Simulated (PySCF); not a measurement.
Si(CCH)(F)3 (C2HF3Si), SMILES C#C[Si](F)(F)F. Geometry: PBE-D3(BJ)/def2-SVP.

**Question.** Give the equilibrium geometry at PBE-D3(BJ)/def2-SVP (PySCF confirms it by a frequency run) as Cartesian coordinates in Å, and its point group. (An estimate is asked for; the answer gives what the named calculation found.)

**Answer.** point group C3v.
```xyz
7

C      0.0000     0.0000     2.7058
C      0.0000     0.0000     1.4793
Si     0.0000     0.0000    -0.3250
F      1.3041     0.7529    -0.9018
F     -1.3041     0.7529    -0.9018
F      0.0000    -1.5058    -0.9018
H      0.0000     0.0000     3.7892
```
Charge 0, spin multiplicity 1.
